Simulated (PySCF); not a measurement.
## SMILES N(=C)c1cnn([SiH3])c1, C4H7N3Si

Molfile (atoms numbered from 1):
```
C4H7N3Si
     RDKit          3D

 15 15  0  0  0  0  0  0  0  0999 V2000
   -3.2586    0.0619    0.3964 C   0  0  0  0  0  0  0  0  0  0  0  0
   -2.1794    0.3744    0.9642 N   0  0  0  0  0  0  0  0  0  0  0  0
   -0.9530    0.0313    0.4408 C   0  0  0  0  0  0  0  0  0  0  0  0
   -0.5734   -1.0038   -0.4563 C   0  0  0  0  0  0  0  0  0  0  0  0
    0.7212   -1.0007   -0.6470 N   0  0  0  0  0  0  0  0  0  0  0  0
    1.2251    0.0131    0.0821 N   0  0  0  0  0  0  0  0  0  0  0  0
    2.9630    0.2674   -0.0074 Si  0  0  0  0  0  4  0  0  0  0  0  0
    0.2437    0.6422    0.7617 C   0  0  0  0  0  0  0  0  0  0  0  0
   -3.3414   -0.4623   -0.5599 H   0  0  0  0  0  0  0  0  0  0  0  0
   -4.1818    0.3397    0.8835 H   0  0  0  0  0  0  0  0  0  0  0  0
   -1.1905   -1.7451   -0.9253 H   0  0  0  0  0  0  0  0  0  0  0  0
    3.2756    0.5276   -1.4084 H   0  0  0  0  0  0  0  0  0  0  0  0
    3.1962    1.4276    0.8511 H   0  0  0  0  0  0  0  0  0  0  0  0
    3.6004   -0.9452    0.4950 H   0  0  0  0  0  0  0  0  0  0  0  0
    0.4486    1.4799    1.3954 H   0  0  0  0  0  0  0  0  0  0  0  0
  1  2  2  0
  2  3  1  0
  3  4  1  0
  4  5  2  0
  5  6  1  0
  6  7  1  0
  6  8  1  0
  8  3  2  0
  1  9  1  0
  1 10  1  0
  4 11  1  0
  7 12  1  0
  7 13  1  0
  7 14  1  0
  8 15  1  0
M  END
```

Method: GIAO wB97X/MINI magnetisability, rotational g tensor and spin-rotation constants, non-relativistic, gas phase (PySCF 2.14.0). Geometry: GFN2-xTB.

**Question.** Give the nuclear spin-rotation constants along the inertial axes (H = +C I·J) beside the isotropic shieldings.

**Answer.** Rotational constants 6.8150, 0.9143, 0.8176 GHz. A star marks the isotopologue with that one atom substituted, in its own axes.
| atom | isotope | Caa (kHz) | Cbb (kHz) | Ccc (kHz) | mean (kHz) | σ (ppm) |
| --- | --- | --- | --- | --- | --- | --- |
| N2 | 14N | 2.921 | 0.113 | -0.004 | 1.010 | -94.0 |
| N5 | 14N | 1.683 | 0.206 | 0.023 | 0.637 | -58.2 |
| N6 | 14N | 0.990 | 0.051 | 0.030 | 0.357 | 139.3 |
| H9 | 1H | -0.481 | 0.042 | -0.083 | -0.174 | 22.2 |
| H10 | 1H | 0.587 | -0.079 | -0.101 | 0.136 | 21.8 |
| H11 | 1H | -0.300 | 0.033 | -0.108 | -0.125 | 22.4 |
| H12 | 1H | -0.726 | -0.085 | -0.011 | -0.274 | 27.0 |
| H13 | 1H | -0.820 | 0.026 | -0.098 | -0.297 | 26.9 |
| H14 | 1H | -0.679 | -0.091 | -0.011 | -0.260 | 27.0 |
| H15 | 1H | -0.743 | 0.084 | -0.113 | -0.258 | 22.9 |
| C1 | 13C* | 2.161 | 0.242 | 0.112 | 0.838 | 96.9 |
| C3 | 13C* | 1.897 | 0.251 | 0.073 | 0.740 | 115.0 |
| C4 | 13C* | 1.524 | 0.300 | 0.059 | 0.628 | 118.6 |
| Si7 | 29Si* | -0.844 | -0.232 | -0.199 | -0.425 | 691.5 |
| C8 | 13C* | 1.884 | 0.304 | 0.066 | 0.751 | 104.3 |

For the geometry as given, no vibrational averaging.
